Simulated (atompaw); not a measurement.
Plane-wave convergence, PAW (atompaw) potential for F

atompaw 4.2.0.5 input, output lines left out:

```
F 9
GGA-PBE scalarrelativistic loggrid 1500 logderivrange -4 5 226
2 2 0 0 0 0
2 0 1
0 0 0
c
v
v
1
1.15 1.15 0.75 0.80
y
0.35
n
y
1.85
n
bloechl besselshape
2 0 vpsmatchnc
```

The pseudo-atom Hamiltonian at the reference potential is diagonalised in spherical Bessel functions j_l(qr) that vanish at 20 bohr, with q² up to the cutoff. All-electron valence levels (Ry): 2s -2.2328, 2p -0.8482.

Q: How do the lowest levels (Ry) of each channel move with the cutoff, and are there ghosts?

A:

| cutoff (Ry) | s #1 | p #1 | d #1 | d #2 | f #1 | Σ f·Δε (mRy) |
| --- | --- | --- | --- | --- | --- | --- |
| 8 | -1.9867 | -0.0758 | 0.0803 | 0.1920 | 0.1210 | 4880.7 |
| 21 | -2.2147 | -0.5389 | 0.0803 | 0.1920 | 0.1210 | 1873.6 |
| 50 | -2.2297 | -0.8253 | 0.0803 | 0.1920 | 0.1210 | 140.3 |
| 90 | -2.2309 | -0.8448 | 0.0803 | 0.1920 | 0.1210 | 22.1 |
| 180 | -2.2322 | -0.8472 | 0.0803 | 0.1920 | 0.1210 | 6.4 |
| 350 | -2.2328 | -0.8482 | 0.0803 | 0.1920 | 0.1210 | 0.1 |
| 400 | -2.2328 | -0.8482 | 0.0803 | 0.1920 | 0.1210 | 0.0 |

Result: no extra level below or beside the all-electron valence levels (s, p, d, f tested); 10 mRy is reached at 160 Ry and 1 mRy at 260 Ry.
